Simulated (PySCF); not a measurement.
Species: C6H8ClFS.
Numbering: `[F:1][C@@H:2]([Cl:3])[C@H:4]1[CH2:5][CH2:6][C:7](=[S:8])[CH2:9]1`

NICS = −σ at a ghost point: NICS(0) at the centroid of the ring atoms, NICS(1) 1 Å to either side along the normal of their mean plane, zz for the tensor component along that normal. Level: GIAO PBE0/pcSseg-1 (PySCF, non-relativistic, gas phase) on the GFN2-xTB geometry, one conformer.

Ring bond lengths (Å), with Mayer bond orders in brackets: C4–C5 1.535 (0.97), C5–C6 1.528 (1.03), C6–C7 1.496 (0.97), C7–C9 1.497 (0.97), C9–C4 1.535 (0.96).

Q: Give the NICS values of each ring in ppm.

A: 
| ring | type | NICS(0) | NICS(1), two faces | NICS(1)zz, two faces | rms pucker (Å) | centre to ring atoms, mean (Å) |
| --- | --- | --- | --- | --- | --- | --- |
| C4–C5–C6–C7–C9 | 5-membered carbocycle; formal bonds all single | 1.9 | -2.6 / -2.6 | -2.2 / -0.9 | 0.16 | 1.27 |

Q: What do they say, and how far can they be read as aromaticity?

A: 
- C4–C5–C6–C7–C9: mean NICS(1)zz -1.6 ppm, near zero. C4, C5, C6, C9 have four or more neighbours, and the NICS criterion for π rings isn't applied.

Q: What is the mean of the two in-plane components of NICS at the first NICS(1) probe listed for ring C4–C5–C6–C7–C9, 1 Å off the ring?

A: The isotropic value is a third of the trace: (3 × -2.6 − (-2.2))/2 = -2.8 ppm.
